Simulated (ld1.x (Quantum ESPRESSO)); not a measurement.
Transferability test, TM potential for silver

- Element: silver (Ag)
- Generator: ld1.x (Quantum ESPRESSO) 7.5
- Type: norm-conserving Troullier–Martins (Kleinman–Bylander form)
- Functional: PBE
- Relativity: scalar-relativistic
- Frozen core: [Ar] 3d10 4s2
- Valence charge: 17
- Reference configuration: 4p6 4d10 5s0 5p0 (charge +1)
- Partial waves: 5s (bound, empty): rc 2.15 bohr; 4d (bound): rc 1.75 bohr; 4p (bound): rc 1.50 bohr
- Local potential: the p channel
- Core correction: Bessel-smoothed model core, default radius (core density twice the valence density)

Energies are relative to the spin-unpolarised reference configuration 4p6 4d10 5s0 5p0; without spin polarisation the order of configurations can differ from experiment.

```csv
valence configuration,charge,ΔE all-electron (eV),error AE − PS (meV)
4p6 4d10 5s1 5p0,0,-7.757,-6.6
4p6 4d9 5s0 5p0,+2,22.114,-0.9
4p6 4d8 5s0 5p0,+3,58.307,-1.9
4p6 4d9 5s2 5p0,0,-3.680,-72
4p6 4d9 5s1 5p0,+1,5.395,-35
4p6 4d10 5s0.5 5p0,+0.5,-4.741,-1.7
4p6 4d10 5s0 5p1,0,-3.891,+72
```

Levels in the configuration 4p6 4d10 5s0.5 5p0:

```json
{"level": "4p", "all-electron (eV)": "-62.511", "pseudo (eV)": "-62.542"}
{"level": "4d", "all-electron (eV)": "-11.368", "pseudo (eV)": "-11.376"}
{"level": "5s", "all-electron (eV)": "-7.715", "pseudo (eV)": "-7.706"}
```

Note: ghost state, extra bound levels that the all-electron valence spectrum of the same l lacks: s at -66.4 eV. A true bound ghost makes a file unfit for plane-wave use.
